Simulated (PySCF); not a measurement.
C6H10OSi.
SMILES: `C=C/C=C\C=C/O[SiH3]`

A PySCF run (density fitting, gas phase, GFN2-xTB geometry) gave HOMO -5.81 eV, LUMO -1.12 eV, dipole 1.79 D.

Task: Which of these levels was it?
A. PBE0/pcSseg-1
B. WP04/pcSseg-0
C. CAM-B3LYP/def2-SVPD

Result: A. It is PBE0/pcSseg-1. All candidates on this geometry:

```csv
level and settings,kind,basis functions,SCF cycles,E (Eh),HOMO (eV),LUMO (eV),dipole (D)
"WP04/pcSseg-0, start guess huckel",global hybrid fitted to proton shifts,96,17,-608.9762,-6.90,-3.03,2.35
PBE0/pcSseg-1,global hybrid,193,14,-598.7940,-5.81,-1.12,1.79
CAM-B3LYP/def2-SVPD,range-separated hybrid,247,13,-598.8731,-6.99,-0.15,1.57
```

The nearest other candidate, by the summed differences of HOMO and LUMO, is CAM-B3LYP/def2-SVPD: its HOMO differs by -1.18 eV and its LUMO by +0.97 eV. Cycle counts include a coarse-grid stage where the run had one. WP04 was designed for NMR shieldings or shifts; total energies of different functionals aren't comparable.

The values belong to the conformer `[CH2:1]=[CH:2]/[CH:3]=[CH:4]\[CH:5]=[CH:6]/[O:7][SiH3:8]`: C1–C2–C3–C4 180°, C3–C4–C5–C6 180°, C5–C6–O7–Si8 180°.
